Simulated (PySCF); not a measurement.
# Shapes and spin states of RuH₂

These are results of PySCF, PBE0, basis Ru def2-TZVP with ECP28, H def2-TZVP (scalar-relativistic core potentials, no spin–orbit coupling, density fitting), not measurements.

Relaxations began from a few typed shapes and spin states; open shells are unrestricted. The search is not exhaustive: other isomers or separated fragments can lie lower, and high-lying points may rest on an excited occupation.

```
                                                 spin  group                           bonds                           angles  imaginary modes (cm⁻¹)  ΔE (kJ/mol)  ΔE with ZPE (kJ/mol)
                                              triplet    C2v               Ru–H 1.559 Å (×2)                     H–Ru–H 75.0°                    none          0.0                   0.0
                                              triplet    C2v               Ru–H 1.570 Å (×2)                     H–Ru–H 97.5°                    none          3.6                   3.4
                                              quintet    C2v               Ru–H 1.687 Å (×2)                    H–Ru–H 140.7°                    none         69.5                  64.8
                                              quintet    C2v  H–H 0.809 Å, Ru–H 1.893 Å (×2)  H–H–Ru 77.7° (×2), H–Ru–H 24.7°                    none         90.6                  91.5
singlet (closed shell, unstable to spin polarisation)    C2v               Ru–H 1.550 Å (×2)                     H–Ru–H 89.6°                    none        102.8                 103.4
                                              quintet    D∞h               Ru–H 1.743 Å (×2)                    H–Ru–H 180.0°            1036i, 1036i        104.7                     –
                   broken-symmetry Ms = 1 (⟨S²⟩ 3.02)    C2v               Ru–H 1.659 Å (×2)                    H–Ru–H 138.7°                    none        130.0                 128.7
```

The lowest minimum found is the triplet C2v: Ru–H 1.559 Å (×2); H–Ru–H 75.0°.

Formally Ru is in oxidation state +2, d6, with 2 unpaired electrons (the high-spin count would be 4). The Mulliken spin on Ru is 2.16. The polar-tensor charge on Ru, 0.47, is far below the formal one.

For the lowest minimum: open d and f shells are described by one determinant, and the ground state may have another occupation or spin.

The electron or spin density has lower symmetry than the nuclear frame for the quintet D∞h at 104.7 kJ/mol.
